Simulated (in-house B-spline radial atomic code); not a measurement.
## Ionising La XXX (La29+) with different functionals

Computed with an all-electron radial atomic-structure program (B-spline basis): scalar-relativistic (spin-free X2C) Hamiltonian, Fermi nucleus of rms radius 4.855 fm, spin-polarised at highest spin, spherical fractional occupations for the functionals. The ionisation energy is the difference of two self-consistent energies, [Ar] 3d10 → [Ar] 3d9, without Breit or QED terms; ε is the level of the shell that loses the electron (its least bound occupied spin orbital). There is no spin-orbit coupling in this Hamiltonian.

Hybrids are left out here: with spherical fractional occupations of an open shell their exact exchange keeps a self-interaction that integer-occupation calculations don't have.

```tsv
method	rung	ΔSCF (eV)	-ε(3d) (eV)
RPBE	GGA	1806.42	1763.45
OLYP	GGA	1810.20	1767.29
BP86	GGA	1806.71	1763.70
PBEsol	GGA	1806.13	1763.14
```

(1) How do they compare with the NIST value?

## Answers

(1) NIST lists 1800 eV ± 4 (tabulated theory, ground level to ground level). Errors run from +6.13 to +10.20 eV. The correlated functionals all miss on the same side by more than they spread, so the cause is common to them (spin-orbit coupling, Breit-QED terms, multiplet and fine-structure energies, or a listed next ion that isn't the cheapest removal here) and closeness doesn't rank the functionals.
